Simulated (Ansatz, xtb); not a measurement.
# C3H6BF2N: 5 structures ranked

5 gas-phase structures of C3H6BF2N, from a drawn sample of its isomers (lower ones may exist). Each was relaxed with GFN2-xTB; where two conformers were screened, the lower at r2SCAN-D4/def2-SVP is listed:

A. `C=NCCB(F)F`, a singlet
B. `[H]/N=C(/C)CB(F)F`, a singlet
C. `[H]/N=C\CCB(F)F`, a singlet
D. `[H]/N=C(\C)CB(F)F`, a singlet
E. `[H]/N=C/CCB(F)F`, a singlet

**Question.** Make a reasoned guess at their ranking by r2SCAN-D4/def2-SVP single-point energy.

**Answer.** Calculated order at r2SCAN-D4/def2-SVP: D (0.0), B (2.2), E (29.9), C (33.4), A (53.9) kJ/mol. Less than 1 kcal/mol parts D and B; E and C, so the order within those pairs means little.

Energies above the lowest of each column, in kJ/mol; the last columns are at PBE0-D3(BJ)/def2-SVP geometries and were run for some of them only (a dash: not run or not comparable):

```csv
structure,GFN2-xTB,HF/STO-3G,r2SCAN-D4/def2-SVP,PBE0-D3(BJ)/def2-SVP,CCSD(T)/def2-SVP + ΔMP2/def2-TZVPP
D,3.9,0.0,0.0,0.0,0.0
B,0.0,3.9,2.2,–,–
E,40.5,26.7,29.9,27.8,24.3
C,35.9,23.9,33.4,–,–
A,34.6,33.6,53.9,53.8,51.4
```

CCSD(T)/def2-SVP + ΔMP2/def2-TZVPP puts D lowest of those it was run on; GFN2-xTB picks B. Flexible structures stand in one conformer each, not always the lowest. Frequencies (GFN2-xTB) were run for A, D, E alone. ΔMP2 is the change of the MP2 energy from the smaller to the larger basis.

Over these structures GFN2-xTB departs from r2SCAN-D4/def2-SVP by 7.9 kJ/mol on average once a common shift is removed. A GFN2-xTB relaxation took about 0.3 s and the r2SCAN-D4/def2-SVP energy about 2.1 s on a shared host (Ansatz 0.2.0, xtb 6.7.1).
